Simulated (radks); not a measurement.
Problem. Mo3+, configuration [Kr] 4d3 (the NIST ground configuration). All-electron calculation, Dirac Kohn-Sham, BLYP, spin-unpolarised, spherical densities, finite nucleus; open shells fill j = l - 1/2 first; Fermi nuclear charge, rms radius 4.4091 fm. Program: a radial shooting solver on a logarithmic mesh with Libxc functionals.

Spin-orbit splittings of the eigenvalues, e(l+1/2) - e(l-1/2), with zeta = 2 splitting/(2l+1) and mean radii in bohr:

| shell | occ. | splitting (eV) | zeta (eV) | <r> j=l-1/2 | <r> j=l+1/2 |
|---|---|---|---|---|---|
| 2p | 6 | 106.6 | 71.08 | 0.1307 | 0.1353 |
| 3p | 6 | ? | ? | 0.4234 | 0.4339 |
| 3d | 10 | 3.326 | 1.330 | 0.4132 | 0.4167 |
| 4p | 6 | 2.602 | 1.735 | 1.193 | 1.221 |
| 4d | 3 | 0.2854 | 0.1141 | 1.612 | 1.625 |

Estimate the 3p splitting.

Solution. 17.56 eV (zeta = 11.71 eV).
